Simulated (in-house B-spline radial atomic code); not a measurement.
# Ionising the palladium ion Pd³⁺ with different functionals

Computed with a radial B-spline atomic code at the basis-set limit: non-relativistic Hamiltonian, point nucleus, spin-polarised at highest spin, spherical fractional occupations for the functionals, and exact exchange of hybrids averaged over the configuration. The ionisation energy is the difference of two self-consistent energies, [Kr] 4d7 → [Kr] 4d6, without Breit or QED terms; ε is the level of the shell that loses the electron (its least bound occupied spin orbital). There is no spin-orbit coupling in this Hamiltonian.

```csv
method,rung,ΔSCF (eV),-ε(4d) (eV)
PBE0,global hybrid,?,?
B3LYP,global hybrid,48.24,42.55
TPSSh,global hybrid,47.99,41.45
M06-2X,global hybrid,48.38,45.56
BHandHLYP,global hybrid,?,?
r2SCAN0,global hybrid,47.78,42.66
B97-1,global hybrid,48.24,42.60
HSE06,range-separated hybrid,48.05,42.41
wB97X,range-separated hybrid,48.08,45.48
CAM-B3LYP,range-separated hybrid,48.20,44.46
LC-wPBE,range-separated hybrid,48.14,45.81
```

(1) What does PBE0 give?

(2) What does BHandHLYP give?

(3) Among the functionals, which spreads more, the ΔSCF values or the orbital energies?

(4) How do they compare with the NIST value?

## Answers

(1) ΔSCF 48.07 eV, and -ε(4d) = 42.84 eV.

(2) ΔSCF 47.86 eV, and -ε(4d) = 44.81 eV.

(3) The orbital energies: ΔSCF values span about 0.60 eV and the orbital energies 4.36 eV; here energy differences depend much less on the functional than eigenvalues do.

(4) NIST lists 46 eV ± 1.7 (tabulated theory, ground level to ground level). Errors run from +1.78 to +2.38 eV; all lie within about twice that uncertainty, so the table can't rank the methods.
